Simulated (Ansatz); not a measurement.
Ansatz (a program for electronic structure) input (RI-MP2/def2-QZVPPD):
A basis named .json is the Basis Set Exchange file of that set.

Ansatz 0.2 input:
```yaml
crystal:
  periodic: [false, false, false]
  atoms:
    - {symbol: Mg, position_ang: [-0.00000000, -0.00000000, -0.13407931]}
    - {symbol: H, position_ang: [0.00000000, 0.00000000, 1.60895168]}
basis:
  gaussian:
    orbitals: def2-QZVPPD.json
    fitting: {mean_field: def2-universal-jkfit, correlation: def2-QZVPPD-RIFIT.json}
total_charge: -1
magnetization: {spin_polarized: false}
correlation: {method: mp2, electrons: outside_noble_gas}
```

Output:

```
Functional definition: HF
integrals: 0.01 GiB planned
130 factors; integrals over basis functions are off by at most 4.0e0 eV
219 factors; integrals over basis functions are off by at most 9.5e-1 eV
mean field: 0.10 GiB planned
mean field evaluation 1: about -5446.0931 eV, gradient 6.4e0 eV
mean field evaluation 2: about -5446.4040 eV, gradient 2.1e0 eV
mean field evaluation 4: about -5446.4480 eV, gradient 1.2e-1 eV
mean field -5446.44833088 eV, -200.1532844244 hartree, gradient 1.3e-6 eV, S^2 0.000000; 0 other end points of the search recorded, 0 dependent functions left out; unrestricted orbitals would lower it
mean field evaluation 8: about -5446.5058 eV, gradient 3.2e0 eV
5 core orbitals not correlated
reference -5446.44833088 eV, -200.1532844244 hartree; 2, 2 occupied and 89, 89 virtual orbitals, 219 factors
second order -1.50421252 eV of doubles, -0.00000000 eV of singles
Total energy: -5447.95254340 eV, -200.2085632151 hartree
```

This state (charge -1, singlet) is run at the relaxed geometry of the species with charge 0 and multiplicity 2.
